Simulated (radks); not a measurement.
Nb XXXVI, configuration [He] 2s2 2p2. Calculated with a radial shooting solver on a logarithmic mesh with Libxc functionals: Dirac Kohn-Sham, PBEsol, spin-unpolarised, spherical densities, point nucleus; open shells are shared between the two j in proportion to 2j + 1.

Normalised radial functions P(r) = r R(r) (large component), r in bohr:

```
   r/bohr * 2p1/2 (the largest magnitude, 2.72, reaches the edge; | marks zero)
 0.001487 *
 0.001983 *
 0.002645 |*
   0.0035 |*
 0.004668 |*
 0.006225 | *
 0.008303 |  *
  0.01107 |    *
  0.01477 |       *
   0.0197 |           *
  0.02607 |                 *
  0.03477 |                         *
  0.04637 |                                   *
  0.06185 |                                             *
  0.08249 |                                                     *
     0.11 |                                                      *
   0.1467 |                                              *
   0.1942 |                                *
    0.259 |                *
   0.3454 |     *
   0.4606 |*
```

2p1/2: eigenvalue -4742.0 eV, 0 radial nodes, <r> = 0.126 bohr, 90 % of the charge inside 0.204 bohr.
